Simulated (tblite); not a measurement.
Species: C₇H₁₁S (doublet state).
Cartesian coordinates in Å at the GFN2-xTB level; atoms count from 1:
```
atom  x, y, z in Å
C1     3.180    0.957   -1.365
C2     2.176    0.635   -0.604
C3     2.184   -0.431    0.401
C4     1.176   -0.752    1.210
C5    -0.177   -0.120    1.271
C6    -1.222   -1.058    0.668
S7    -2.915   -0.393    0.778
C8    -2.842    0.881   -0.512
H9     4.187    0.650   -1.530
H10    1.242    1.177   -0.701
H11    3.112   -0.982    0.468
H12    1.314   -1.577    1.899
H13   -0.187    0.833    0.742
H14   -0.441    0.071    2.314
H15   -1.011   -1.264   -0.382
H16   -1.253   -2.000    1.215
H17   -2.168    1.679   -0.214
H18   -2.519    0.431   -1.447
H19   -3.848    1.273   -0.616
```

The geometry is computed with GFN2-xTB (gas phase). This method treats the open shell by occupation alone, without spin polarisation.

Masses are those of the commonest isotopes; rigid-rotor values at the optimised geometry. The values belong to one conformer with, in the numbering `[H]/[C:1]=[CH:2]\[CH:3]=[CH:4]/[CH2:5][CH2:6][S:7][CH3:8]`, C1–C2–C3–C4 178°, C3–C4–C5–C6 107°, C4–C5–C6–S7 177°, C5–C6–S7–C8 74°.

(1) What are A, B and C (MHz)?

(2) Classify the top.

(3) What does the inertial defect say?

(4) List the rotational levels J(Ka,Kc) to J = 5 (cm⁻¹).

Results:

(1) Ia = 147.04, Ib = 720.95, Ic = 834.74 u·Å²; 505379 MHz·u·Å²/I gives A = 3437, B = 701.0, C = 605.4 MHz.

(2) A near-prolate asymmetric top; Ray's κ = -0.933.

(3) Not planar: Δ = Ic − Ia − Ib = -33.26 u·Å². For a rigid frame Δ = −2 Σ m c², so Σ m c² = 16.63 u·Å² lies off the ab plane: 7.91 from hydrogen and 8.72 from heavier atoms. The atom farthest from that plane is 1.41 Å away.

(4) Above 0(0,0):
J = 1: 1(0,1) 0.0436, 1(1,1) 0.1348, 1(1,0) 0.1380
J = 2: 2(0,2) 0.1307, 2(1,2) 0.2188, 2(1,1) 0.2284, 2(2,1) 0.5022, 2(2,0) 0.5022
J = 3: 3(0,3) 0.2611, 3(1,3) 0.3447, 3(1,2) 0.3638, 3(2,2) 0.6329, 3(2,1) 0.6333, 3(3,1) 1.0972, 3(3,0) 1.0972
J = 4: 4(0,4) 0.4345, 4(1,4) 0.5125, 4(1,3) 0.5443, 4(2,3) 0.8071, 4(2,2) 0.8084, 4(3,2) 1.2717, 4(3,1) 1.2717, 4(4,1) 1.9215, 4(4,0) 1.9215
J = 5: 5(0,5) 0.6508, 5(1,5) 0.7221, 5(1,4) 0.7698, 5(2,4) 1.0248, 5(2,3) 1.0277, 5(3,3) 1.4898, 5(3,2) 1.4899, 5(4,2) 2.1396, 5(4,1) 2.1396, 5(5,1) 2.9751, 5(5,0) 2.9751
The levels of one J sum to (2J + 1)J(J + 1)(A + B + C)/3.

For this open shell read J as N, the rotation without spin; fine and hyperfine splittings come on top. Its lowest GFN2-xTB frequency is 12 cm⁻¹, too small to tell a flat minimum from a shallow saddle. Zero-point vibration and centrifugal distortion are left out.
